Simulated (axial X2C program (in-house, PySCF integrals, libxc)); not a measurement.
# Which molecule has these constants?

Computed with an in-house relativistic program for diatomic molecules, spin-free (one-electron X2C) or two-component (2c: spin–orbit coupling with atomic mean-field Coulomb and Gaunt terms, which also bring small scalar terms), in Dyall basis sets with cores contracted in-house; open shells are unrestricted.

A two-component PBE0 calculation in a Dyall 3-zeta basis gave Re = 2.130 Å, ωe = 436.9 cm⁻¹, Ω = 1/2.

Question: Which molecule is it?
A. GaP⁻
B. PBr⁻
C. PSe⁻
D. GeP⁻
E. CaP⁻

Answer: A. The others have CaP⁻ 2.613 Å and 314.0 cm⁻¹ (Ω = 2); PSe⁻ 2.143 Å and 472.9 cm⁻¹ (Ω = 1); GeP⁻ 2.067 Å and 546.5 cm⁻¹ (Ω = 0); PBr⁻ 2.312 Å and 336.9 cm⁻¹ (Ω = 3/2).

Each entry is the lowest single determinant of a limited PBE0 search at one distance. De goes to single-determinant-based atoms at the same level (for ions the charge split of lowest energy) and is withheld (n/a) where an atom does not fit its ground term or J level. Main or longest-lived isotopes. One determinant is a doubtful description, or other states lie close, for GaP⁻, CaP⁻, PSe⁻; these need not be ground states, and all values refer to the states named. Some open-shell Ω = 0 determinants are out of reach, so the Ω given for CaP⁻, PSe⁻ need not be the lowest component. With several unpaired electrons the Ω given is that of one determinant, not necessarily of the lowest component. Some light 2c atoms are not at their ground J level, so De misses part of their lowering (0.04 eV or less). The functionals have no current term, which raises determinants with orbital currents. Where the atoms have a lower orbital projection than the molecule, De at mean-field level may be about a tenth of an eV too small.
